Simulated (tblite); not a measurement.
Compound: C5H12O2Si2.
Numbering: `[CH2:1]=[CH:2][CH2:3][Si@@:4]([OH:5])([SiH3:6])[O:7][CH:8]=[CH2:9]` (hydrogens: H10, H11 on C1; H12 on C2; H13, H14 on C3; H15 on O5; H16, H17, H18 on Si6; H19 on C8; H20, H21 on C9)

The geometry is computed with GFN2-xTB (gas phase).

Some entries are withheld. Bonds in one row agree within 0.01 Å.

| coordinate | value |
| --- | --- |
| C1=C2 | ? |
| C2–C3 | ? |
| C3–Si4 | 1.913 Å |
| Si4–O5 | ? |
| Si4–Si6 | 2.306 Å |
| Si4–O7 | 1.631 Å |
| O7–C8 | 1.348 Å |
| C8=C9 | ? |
| C1–H10 | 1.077 Å |
| C1–H11 | 1.078 Å |
| C2–H12 | 1.084 Å |
| C3–H13 | 1.089 Å |
| C3–H14 | 1.091 Å |
| O5–H15 | 0.952 Å |
| Si6–H16, Si6–H17, Si6–H18 | 1.469 Å |
| C8–H19 | 1.083 Å |
| C9–H20 | 1.075 Å |
| C9–H21 | 1.073 Å |
| C1–C2–C3 | 125.0° |
| C2–C3–Si4 | 109.4° |
| C3–Si4–O5 | 109.7° |
| C3–Si4–Si6 | ? |
| C3–Si4–O7 | 103.5° |
| O5–Si4–Si6 | 110.7° |
| O5–Si4–O7 | ? |
| Si6–Si4–O7 | 111.8° |
| Si4–O7–C8 | ? |
| O7–C8–C9 | 122.4° |

Q: Estimate the withheld lengths and angles.

A: 
- C1=C2 = 1.322 Å, drawn double (terminal =CH2 carbon to alkene CH carbon); 0.14 Å below the sum of covalent radii, 1.46 Å.
- C2–C3 = 1.484 Å, drawn single (alkene CH carbon to sp3 carbon bound to silicon); 0.01 Å below the sum of covalent radii, 1.49 Å.
- Si4–O5 = 1.640 Å, drawn single (oxygen-bound silicon to silanol oxygen); 0.13 Å below the sum of covalent radii, 1.77 Å.
- C8=C9 = 1.321 Å, drawn double (vinylic carbon bearing oxygen to terminal =CH2 carbon); 0.14 Å below the sum of covalent radii, 1.46 Å.
- C3–Si4–Si6 = 114.6°, at the oxygen-bound silicon; the outer atoms are 3.557 Å apart.
- O5–Si4–O7 = 106.0°, at the oxygen-bound silicon; the outer atoms are 2.611 Å apart.
- Si4–O7–C8 = 131.0°, at the silyl ether oxygen; the outer atoms are 2.713 Å apart.

Radii are Cordero's, carbon taken as 0.76, 0.73 or 0.69 Å for four, three, and two or fewer neighbours.

Its GFN2-xTB frequencies are all real (lowest 32 cm⁻¹). One conformer, not necessarily the lowest (C1–C2–C3–Si4 106°, C2–C3–Si4–O5 -68°, C3–Si4–O5–H 50°, C3–Si4–O7–C8 156°, Si4–O7–C8–C9 167°).
